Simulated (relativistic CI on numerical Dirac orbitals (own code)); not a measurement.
## Ru⁷⁺: L2,3 absorption edge

Computed with this model: Dirac-Coulomb-Breit CI, KLI orbitals optimised for each configuration, model QED, valence Slater integrals scaled by 0.8, multiplet model of core-to-valence dipole absorption; configurations [Kr] 4d → [He] 2s2 2p5 3s2 3p6 3d10 4s2 4p6 4d2; 80 K; Lorentzian 1.6 eV and Gaussian 0.5 eV FWHM. Energies are those of the free ion, without screening or charge transfer. The branching ratio is the share of the lower-energy edge in the whole absorption, uncertain by about 0.02 where the edges overlap. S is read from ⟨S²⟩ = S(S + 1).

Field parameters in Wybourne normalisation: D3d B²₀ = −7Dσ, B⁴₀ = −14Dq − 21Dτ, B⁴₃ = −14√(10/7) Dq; D4h B²₀ = −7Ds, B⁴₀ = 21(Dq − Dt), B⁴₄ = 21√(5/14) Dq; Oh B⁴₀ = 21Dq, B⁴₄ = √(5/14) B⁴₀; Td as Oh with Dq negative (B⁴₀ = 21Dq, B⁴₄ = √(5/14) B⁴₀). The field is a parameter set, without covalency.

free ion: ground-state S = 0.50, centroid 2891.04 eV, branching ratio 0.734. Peaks (eV, height): 2857.2 (100), 2984.2 (28), 2985.2 (27).

D3d, 10Dq = 22100, Dσ = 310, Dτ = -330 cm⁻¹: ground-state S = 0.50, centroid 2895.10 eV, branching ratio 0.703. Peaks (eV, height): 2858.2 (100), 2983.2 (29), 2985.0 (32), 2986.8 (28).

Td, 10Dq = -14100 cm⁻¹: ground-state S = 0.50, centroid 2896.34 eV, branching ratio 0.693. Peaks (eV, height): 2857.5 (100), 2984.8 (34).

D4h, 10Dq = 15650, Ds = -200, Dt = 930 cm⁻¹: ground-state S = 0.50, centroid 2895.69 eV, branching ratio 0.698. Peaks (eV, height): 2857.5 (100), 2984.2 (35).

Oh, 10Dq = 38600 cm⁻¹: ground-state S = 0.50, centroid 2895.28 eV, branching ratio 0.702. Peaks (eV, height): 2854.8 (68), 2859.5 (100), 2982.2 (35), 2986.8 (27), 2988.2 (31).

The statistical ratio of this edge is 2/3 = 0.667. Values above it arise where the holes sit mainly in the j = l + 1/2 valence subshell or the ground state has high spin; values below it where core-valence Coulomb terms move weight to the upper edge, as in nearly empty shells. At deep edges of heavy elements the radial integrals of the two core levels differ, which raises the baseline.

Strongest unbroadened transitions for D3d, 10Dq = 22100, Dσ = 310, Dτ = -330 cm⁻¹:

| Energy (eV) | Relative strength |
| --- | --- |
| 2854.11 | 32.7 |
| 2856.42 | 30.4 |
| 2856.56 | 21.9 |
| 2856.59 | 33.3 |
| 2856.87 | 45.9 |
| 2856.88 | 29.1 |
| 2857.89 | 23.4 |
| 2857.90 | 22.5 |
| 2858.02 | 31.4 |
| 2858.05 | 34.9 |
| 2858.36 | 100.0 |
| 2858.51 | 52.8 |
| 2858.64 | 68.9 |
| 2858.68 | 33.4 |
| 2982.97 | 25.3 |
| 2983.25 | 28.8 |
| 2984.82 | 26.7 |
| 2987.28 | 25.4 |
